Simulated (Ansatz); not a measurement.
`[F][SnH2][Br]` + `N=C=O` → `O=C=[N][SnH2][F]` + HBr  (ligand exchange at the Sn–Br bond)

Gas-phase electronic energies from Ansatz, PBE0-D4/def2-TZVP geometries. CBS: MP2 limit from def2 TZ/QZ plus the TZ coupled-cluster correction, frozen cores. This one scheme is used for every species. def2 core potentials past Kr. For Br, Sn outer-core shells are correlated without core-valence functions, which leaves a few kJ/mol of doubt a bond. Scalar relativity is left out up to krypton. One conformer a species, not always the lowest.

```json
{"species": "`[F][SnH2][Br]`", "CCSD(T)/def2-TZVPP energy (Eh)": "-2887.36908"}
{"species": "`N=C=O`", "CCSD(T)/def2-TZVPP energy (Eh)": "-168.43840"}
{"species": "`O=C=[N][SnH2][F]`", "CCSD(T)/def2-TZVPP energy (Eh)": "-482.48146"}
{"species": "HBr", "CCSD(T)/def2-TZVPP energy (Eh)": "-2573.30857"}
```

Work out ΔE.

ΔE = (-482.48146) + (-2573.30857) − (-2887.36908) − (-168.43840) = 0.01745 Eh = +45.8 kJ/mol. CCSD(T)/CBS gives +54.9 kJ/mol.

Largest T1 diagnostic among the species: 0.018.

In def2-TZVPP, CCSD(T) changes the Hartree–Fock value by −7.5 kJ/mol (the triples alone add −0.3 kJ/mol) and MP2 by −6.3 kJ/mol. At CCSD(T), def2-SVP lies −7.1 kJ/mol from the extrapolated value and def2-TZVPP −9.0 kJ/mol. Leaving LDA and LC-ωPBE aside and taking each functional with its dispersion term where it has one, the values, not all of them listed here, spread over 9.7 kJ/mol, from CAM-B3LYP-D4 to PBE-D4.
